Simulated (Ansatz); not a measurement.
CrO₃. Charge 0, multiplicity 3. Geometry PBE0-D4/def2-TZVP, that of the neutral singlet; atoms count from 1.

```xyz
4

Cr   -0.256   -0.030    0.021
O     0.195   -1.365   -0.655
O     0.193    0.150    1.507
O    -0.133    1.246   -0.873
```

At PBE0-D4/def2-TZVP a singlet of charge 0 lies 1.20 eV below the triplet at the same geometry.

Estimate the Mulliken populations from the PBE0/def2-TZVP orbitals of Ansatz.


```
atom  charge (e)  spin (α − β)  d electrons
 Cr1        1.37          0.66         4.18
  O2       -0.46          0.45            –
  O3       -0.46          0.45            –
  O4       -0.46          0.45            –
```
Mulliken values depend strongly on the basis.

Where does the spin sit?

Summed by element: Cr 0.66, O 1.34, of 2 unpaired in all. Largest on single atoms: Cr1 0.66, O2 0.45, O3 0.45.

And the Mayer bond orders between heavy atoms (over 0.3)?

Cr1–O2 1.65 (1.56 Å); Cr1–O3 1.65 (1.56 Å); Cr1–O4 1.65 (1.56 Å).
